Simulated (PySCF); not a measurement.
Energy of Mo⁺ (molybdenum, charge +1) between two integer charges

The 4d alpha orbital of [Kr] 4d5 is emptied in steps (occupation f), with all orbitals relaxed, ending at [Kr] 4d4. Computed with PySCF 2.14 in def2-SVP with the def2 core potential (28 electrons), with a scalar-relativistic core potential. The exact energy is a straight line in f; departures are measured from the line between the end points of the same method.

```tsv
f	BHandHLYP (eV)	wB97X (eV)	M06-2X (eV)
1	0.000	0.000	0.000
0.8	-0.327	-0.166	-0.341
0.6	-0.497	-0.252	-0.518
0.4	-0.503	-0.253	-0.524
0.2	-0.339	-0.169	-0.352
0	0.000	0.000	0.000
```

Question: For BHandHLYP, how does the orbital energy at f = 1 compare with the removal energy?

Answer: −ε = 13.812 eV against a total-energy difference of 15.829 eV. By Janak's theorem ε = ∂E/∂f, so the gap between them reflects the curvature. Along the path −ε is 14.583 (f = 0.8), 15.385 (f = 0.6), 16.218 (f = 0.4), 17.079 (f = 0.2) eV.

| method | E(f=0) − E(f=1) (eV) | −ε at f=1 (eV) | −ε at f=0.4 (eV) |
| --- | --- | --- | --- |
| BHandHLYP | 15.829 | 13.812 | 16.218 |
| wB97X | 15.754 | 14.732 | 15.961 |
| M06-2X | 16.061 | 13.961 | 16.471 |

Reference removal energy between the ground levels: 16.16 ± 0.12 eV (semi-empirical (NIST evaluation); NIST Atomic Spectra Database, ionization energies). The calculation has no spin-orbit coupling. The determinant left behind need not be the lowest term of the ion.
